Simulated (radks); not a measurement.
Values are calculated unless marked as measured or tabulated.
The iridium ion Ir2+, configuration [Xe] 4f14 5d7 (the NIST ground configuration).

Level of theory: scalar-relativistic Kohn-Sham, PBEsol, spin-polarised, spherical densities, finite nucleus; open shells are filled with parallel spins first (spin-orbit coupling, left out, can overturn this in heavy ions); Fermi nuclear charge, rms radius 5.4032 fm; hard spherical wall at 2.5 bohr (a radial shooting solver on a logarithmic mesh with Libxc functionals).

Energy parts (eV):
part                       energy
total                  -484796.99
kinetic                 539049.24
electron-nucleus      -1203265.29
Hartree                 188719.63
exchange-correlation     -9300.58

Orbitals (lengths in bohr, moments of r in powers of bohr):
orbital  occ.  eigenvalue (eV)       <r^4>      <r>
1s up       1        -76070.80   4.816e-07  0.01745
1s down     1        -76070.80   4.816e-07  0.01745
2s up       1        -13306.89  0.00007132  0.07364
2s down     1        -13306.64  0.00007132  0.07364
2p up       3        -11565.10  0.00005705  0.06625
2p down     3        -11564.89  0.00005705  0.06625
3s up       1        -3111.369    0.002596   0.1906
3s down     1        -3111.264    0.002596   0.1906
3p up       3        -2601.825    0.002826   0.1914
3p down     3        -2601.710    0.002826   0.1914
3d up       5        -2039.551    0.002175   0.1733
3d down     5        -2039.363    0.002175   0.1733
4s up       1        -662.9362     0.05937   0.4236
4s down     1        -662.6841     0.05936   0.4236
4p up       3        -495.7740     0.07936   0.4509
4p down     3        -495.5340     0.07929   0.4508
4d up       5        -290.2327      0.1131   0.4791
4d down     5        -289.9520      0.1127   0.4789
4f up       7         -62.0398      0.2773   0.5402
4f down     7         -61.6008      0.2698   0.5380
5s up       1        -100.7785       1.697   0.9875
5s down     1         -99.0190       1.673   0.9836
5p up       3         -58.3624       2.756    1.123
5p down     3         -56.2290       2.725    1.119
5d up       5          -7.2221       4.891    1.327
5d down     2          -4.7635       4.875    1.325
5f up       0          44.7816       7.679    1.514
5f down     0          47.2527       7.703    1.516
6s up       0          19.3462       8.993    1.558
6s down     0          21.4877       9.031    1.561
6p up       0          45.0018       9.386    1.545
6p down     0          46.9793       9.432    1.548

The highest occupied level is 5d down at -4.764 eV. Spin moment in Bohr magnetons: 3.
